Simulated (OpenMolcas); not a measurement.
## Computed transition rates of neutral bismuth

```yaml
Program: OpenMolcas 26.06
Method: RASSCF
Basis: ANO-RCC-VTZP [8s7p5d3f2g]
Scalar_Hamiltonian: DKH2, point nucleus
Active_space: 5 electrons in 9 orbitals (RAS2 6s 6p; RAS3 6d, at most 2 electrons)
State_averaging: 2S+1 = 4 odd, 1 root; 2S+1 = 2 odd, 8 roots
Spin-orbit_coupling: RASSI with atomic mean-field integrals over the reference wave functions, term energies averaged over their components
```

Rates come from the transition moments of the reference wave functions (E1 and E2 in the length form). At fixed line strength A goes as λ^-3 for E1 and M1 and as λ^-5 for E2, so a rate at the computed wavelength can be rescaled to the measured one. Measured vacuum wavelengths follow from level energies in NIST Handbook of Basic Atomic Spectroscopic Data. Branching counts decays inside the model space alone, at computed energies, and the table is only a selection of the E2 and M1 lines, drawn from those between levels with measured partners whose computed energy lies within a factor of 1.5 of the measured one.

```json
{"Upper": "6s2 6p3 2D* 5/2", "Lower": "6s2 6p3 2D* 3/2 [68 %]", "Type": "M1", "λ computed (nm)": "2299", "λ measured (nm)": "2489", "A computed (s-1)": "6.10e-01", "A rescaled (s-1)": "4.81e-01", "Branching %": "12.9"}
{"Upper": "6s2 6p3 2P* 1/2", "Lower": "6s2 6p3 2D* 3/2 [68 %]", "Type": "M1", "λ computed (nm)": "875.4", "λ measured (nm)": "976.4", "A computed (s-1)": "3.86e+00", "A rescaled (s-1)": "", "Branching %": "7.8"}
{"Upper": "6s2 6p3 2P* 1/2", "Lower": "6s2 6p3 2D* 3/2 [68 %]", "Type": "E2", "λ computed (nm)": "875.4", "λ measured (nm)": "976.4", "A computed (s-1)": "1.15e+00", "A rescaled (s-1)": "6.66e-01", "Branching %": "2.3"}
{"Upper": "6s2 6p3 2D* 3/2 [68 %]", "Lower": "6s2 6p3 4S* 3/2", "Type": "M1", "λ computed (nm)": "843.1", "λ measured (nm)": "875.7", "A computed (s-1)": "2.09e+01", "A rescaled (s-1)": "", "Branching %": "99.1"}
{"Upper": "6s2 6p3 2D* 3/2 [68 %]", "Lower": "6s2 6p3 4S* 3/2", "Type": "E2", "λ computed (nm)": "843.1", "λ measured (nm)": "875.7", "A computed (s-1)": "1.94e-01", "A rescaled (s-1)": "", "Branching %": "0.9"}
{"Upper": "6s2 6p3 2D* 5/2", "Lower": "6s2 6p3 4S* 3/2", "Type": "M1", "λ computed (nm)": "616.9", "λ measured (nm)": "647.8", "A computed (s-1)": "2.81e+00", "A rescaled (s-1)": "", "Branching %": "59.3"}
{"Upper": "6s2 6p3 2D* 5/2", "Lower": "6s2 6p3 4S* 3/2", "Type": "E2", "λ computed (nm)": "616.9", "λ measured (nm)": "647.8", "A computed (s-1)": "1.32e+00", "A rescaled (s-1)": "", "Branching %": "27.8"}
{"Upper": "6s2 6p3 2P* 1/2", "Lower": "6s2 6p3 4S* 3/2", "Type": "M1", "λ computed (nm)": "429.5", "λ measured (nm)": "461.7", "A computed (s-1)": "4.04e+01", "A rescaled (s-1)": "", "Branching %": "82.1"}
{"Upper": "6s2 6p3 2P* 1/2", "Lower": "6s2 6p3 4S* 3/2", "Type": "E2", "λ computed (nm)": "429.5", "λ measured (nm)": "461.7", "A computed (s-1)": "3.72e+00", "A rescaled (s-1)": "", "Branching %": "7.5"}
```

Spin-changing lines and M1 lines between different terms are not rescaled, since their strength hangs on the term gaps too.

The largest correction is for 6s2 6p3 2P* 1/2 → 6s2 6p3 2D* 3/2 [68 %] (E2): 1.15e+00 × (875.4 / 976.4)^5 = 6.66e-01 s-1, a factor of 0.58.

No measured rate stands beside these. Rescaling mends the energy factor alone: line strengths can still be far off where a level mixes with configurations outside the active space, and weak or spin-changing lines hang on small mixing coefficients that depend on the term gaps too, so rescaling need not improve them.

Active for correlation alone: 6d; no level in the range computed is led by a configuration that fills it, so any true level of that kind is missing. Spin-orbit splittings of 6p shells tend to come out small when the coupling is added on scalar orbitals. Measured partners are found by configuration, term and J. A level has none where our copy of the source lacks it or the pairing is in doubt (some pairs that miss far off the trend of their configuration count as doubtful). Levels of configurations outside the active space are missing.

A share in square brackets marks a mixed level and gives the weight of the term that names it. * marks odd parity.
